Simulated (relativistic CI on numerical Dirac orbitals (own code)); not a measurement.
# Sr³⁺: calculation against measurement

Method of calculation: Dirac-Coulomb-Breit CI, KLI orbitals optimised for each configuration, model QED, valence Slater integrals scaled by 0.85, P86 correlation estimate, and configurations built on the next ion tied to the tabulated ionisation energy (semi-empirical) (own radial code, finite nucleus).

Configurations in the expansion (outside the closed core [Ar] 3d10): 4s2 4p5, 4s2 4p4 4d, 4s2 4p4 5s, 4s2 4p4 5p, 4s2 4p4 5d, 4s2 4p4 6s, 4s2 4p4 4f, 4s2 4p4 5f, 4s 4p6, 4s2 4p3 4d2, 4s 4p5 4d, 4s 4p5 4f, 4s2 4p3 4f2, 4s2 4p4 6p, 4p5 4d2, 4s2 4p4 6d, 4s2 4p4 5g, 4s2 4p4 6f, 4s 4p5 5s, 4s2 4p3 4d 4f, 4p6 4d, 4s 4p4 4d2, 4s 4p5 5p, 4s2 4p3 4d 5s. Levels of other configurations are missing.

```csv
Configuration,Term (tabulated),J,Measured (cm⁻¹),Computed,Error,Purity (%)
4s2 4p5,2P°,3/2,0.0,0,0,98
4s2 4p5,2P°,1/2,9727.9,9592,-136,98
4s 4p6,2S,1/2,150504.1,154175,3671,67
4s2 4p4 4d,4D,7/2,187160.3,182717,-4443,92
4s2 4p4 4d,4D,5/2,187200.7,182745,-4456,90
4s2 4p4 4d,4D,3/2,188024.1,183554,-4470,88
4s2 4p4 4d,4D,1/2,189119.6,184649,-4471,86
4s2 4p4 4d,4F,9/2,197060.0,192887,-4173,92
4s2 4p4 4d,4F,7/2,200340.0,196102,-4238,75
4s2 4p4 4d,2P,1/2,200529.2,195491,-5039,83
4s2 4p4 4d,4F,5/2,203344.4,199165,-4179,93
4s2 4p4 4d,4F,3/2,204179.7,200194,-3985,81
4s2 4p4 4d,4P,1/2,204743.5,198705,-6038,92
4s2 4p4 4d,2F,7/2,207478.2,202924,-4554,68
4s2 4p4 4d,4P,5/2,208937.8,202871,-6067,87
4s2 4p4 4d,2D,5/2,211973.1,206489,-5484,68
4s2 4p4 4d,2F,5/2,214946.0,210018,-4928,75
4s2 4p4 4d,2G,9/2,215187.7,211546,-3641,92
4s2 4p4 4d,2G,7/2,215188.4,211509,-3680,80
4s2 4p4 4d,2F,5/2,225871.2,220199,-5672,92
4s2 4p4 4d,2F,7/2,228097.7,222288,-5810,95
4s2 4p4 5s,2[2],5/2,228654.2,231806,3152,94
4s2 4p4 5s,2[2],3/2,232210.4,235603,3393,50
4s2 4p4 5s,2[0],1/2,236924.7,240174,3249,94
4s2 4p4 5s,2[1],3/2,238218.0,241691,3473,49
4s2 4p4 5s,2[1],1/2,242092.8,245739,3646,92
4s2 4p4 4d,2D,5/2,245734.9,239964,-5771,90
4s2 4p4 5s,2[2] †,5/2,250046.8,254526,4479,85
4s2 4p4 5s,2[2] †,3/2,250503.6,254492,3988,90
4s2 4p4 4d,2P,1/2,253231.8,255658,2426,73
4s2 4p4 4d,2D,5/2,254821.0,250929,-3892,81
4s2 4p4 5p,2[1]°,3/2,267529.3,269410,1881,68
4s2 4p4 5p,2[2]°,5/2,267537.3,269321,1783,79
4s2 4p4 5p,2[1]°,1/2,270350.3,272260,1909,53
4s2 4p4 5p,2[3]°,7/2,271249.5,273094,1845,93
4s2 4p4 5p,2[3]°,5/2,271328.6,273274,1945,64
4s2 4p4 5s,2[0],1/2,274688.0,278548,3860,88
4s2 4p4 5p,2[0]°,1/2,276054.7,278057,2003,42
4s2 4p4 5p,2[2]°,3/2,276159.2,278047,1888,29
4s2 4p4 5p,2[1]°,1/2,277913.8,279886,1972,83
4s2 4p4 5p,2[2]°,3/2,278078.0,280104,2026,55
4s2 4p4 5p,2[2]°,5/2,279165.7,281054,1889,59
4s2 4p4 5p,2[1]°,3/2,281543.9,283520,1976,29
4s2 4p4 5p,2[1]° †,3/2,282345.5,284267,1921,47
4s2 4p4 5p,2[1]° †,1/2,282440.5,284531,2090,71
4s2 4p4 5p,2[3]°,5/2,288655.1,291139,2484,89
4s2 4p4 5p,2[3]°,7/2,290311.9,292708,2396,92
4s2 4p4 5p,2[1]°,3/2,292454.7,294759,2304,77
4s2 4p4 5p,2[2]°,3/2,294867.6,297235,2367,79
4s2 4p4 5p,2[2]°,5/2,295118.7,297467,2349,94
4s2 4p4 5p,2[1]°,1/2,297705.1,299926,2221,97
4s2 4p4 5p,2[1]°,1/2,314666.8,317326,2660,92
4s2 4p4 5p,2[1]°,3/2,315791.7,318358,2567,91
4s 4p5 4d,4P°,1/2,334267.6,347399,13132,80
4s 4p5 4d,4P°,3/2,335389.1,348754,13365,78
4s 4p5 4d,4P°,5/2,338194.3,351131,12937,72
```

Measured levels from Sansonetti, J. Phys. Chem. Ref. Data 41, 013102 (2012); pairs were made by configuration, J and term (by order where the table uses no LS term), so strongly mixed levels may be paired wrongly.

Mean error by configuration (cm⁻¹): 4s2 4p5 -136; 4s 4p6 3671; 4s2 4p4 4d -4408; 4s2 4p4 5s 3462; 4s2 4p4 5p 2130; 4s 4p5 4d 13144. Over the excited levels the mean absolute error is 3959 cm⁻¹ (55 of the 69 excited levels that our extract of the source holds in range could be paired, and the others can miss by more), and the median relative error of those above 1,000 cm⁻¹ is 1.5 %. † marks terms whose computed intervals miss the measured ones by more than a factor of 2.5, or configurations far off the rest, from wrong mixing, a near crossing or a doubtful label or measurement; they are left out of the means.
